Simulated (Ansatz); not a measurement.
Species: CH$_{2}$NO, SMILES `[NH]C=O` (H–N–C–O torsion 26°) (charge 0, multiplicity 2).

### Question
Give a relaxed geometry from Ansatz (an electronic-structure program) with B3LYP-D3(BJ)/def2-TZVP.

### Answer
This is not unique; one that fits is the end point of this relaxation, one of several conformers (outside a Z-matrix the atoms follow the SMILES, hydrogens last).
Z-matrix (Å, degrees):
```
C
O 1 1.2294
N 1 1.3569 2 121.11
H 3 1.0256 1 109.28 2 25.99
H 1 1.0970 2 122.09 3 -171.39
```
